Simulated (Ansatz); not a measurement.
A nudged elastic band was laid between two geometries of CH₃ClNSi (7 atoms, charge -1, multiplicity 1).

Level of theory: RKS r2SCAN-D4/def2-SVP (Ansatz 0.2.0).

```json
{"movable images": "5", "climbing image": "yes", "spring": "5.0 eV/Å²", "optimiser": "quadratic models (default)", "start path": "through a guess of the saddle point", "force threshold": "0.03 eV/Å", "iteration limit": "50", "end points": "relaxed"}
```

Initial state:

```xyz
7
Properties=species:S:1:pos:R:3
N -0.548 1.269 -0.061
C -0.842 -0.020 -0.106
Si 0.552 -1.165 -0.597
Cl 0.046 -3.064 0.437
H 0.405 1.691 -0.119
H -1.267 1.990 0.051
H 1.654 -0.701 0.396
```

Final state:

```xyz
7
Properties=species:S:1:pos:R:3
N -0.548 1.269 -0.096
C -0.840 -0.011 0.062
Si 0.524 -1.095 0.738
Cl 0.056 -3.094 -0.106
H 0.399 1.703 -0.032
H -1.263 1.969 -0.318
H 1.672 -0.742 -0.247
```

(1) Which bonds break or form, and what moves?

(2) What energy profile does the band end with?

(3) What is the geometry of the highest image?

(4) What are the harmonic wavenumbers there?

The band took 9 iterations and of the order of 5 core-minutes.

Answers

(1) No bond is made or broken. The height of N1 over the plane of its neighbours goes from 0.00 to 0.00 Å. The two ends are copies of one structure, up to a mirror image or an exchange of like atoms.

(2) The forces met the threshold. The highest image is number 3 of 0 to 6, 49.5 kJ/mol above the ends, which have the same energy within 2 meV. A vibrational analysis at the climbing image gives one clearly imaginary mode, 400i cm⁻¹: a first-order saddle point. Limits of this set-up: an anion without diffuse functions, the dipole of an ion depends on the origin.

```tsv
image	path coordinate (Å)	energy (kJ/mol)	height of N1 over the plane of its neighbours (Å)
0	0.00	0.0	0.00
1	0.50	3.2	0.01
2	1.00	16.7	-0.04
3	1.50	49.5	-0.19
4	2.02	17.6	-0.10
5	2.54	3.6	-0.02
6	3.06	0.0	0.00
```

(3) 
```xyz
7
Properties=species:S:1:pos:R:3:forces:R:3
N -0.638 1.466 -0.252 0.00 0.00 -0.01
C -0.580 0.110 -0.077 0.00 0.01 0.01
Si 0.597 -1.108 0.053 0.00 0.00 0.00
Cl -0.096 -3.152 0.272 0.00 0.00 0.00
H 0.151 2.089 -0.052 0.00 0.00 0.00
H -1.525 1.929 -0.058 0.00 0.00 0.00
H 2.092 -1.335 0.115 0.00 0.00 0.00
```

(4) 400i, 138, 226, 273, 377, 448, 584, 735, 811, 1146, 1393, 1616, 2039, 3337, 3465 cm⁻¹.

Run time: 5 min on 1 thread of Intel(R) Xeon(R) Processor @ 2.50GHz (Skylake/Cascade Lake) (shared host), peak memory 0.17 GiB.
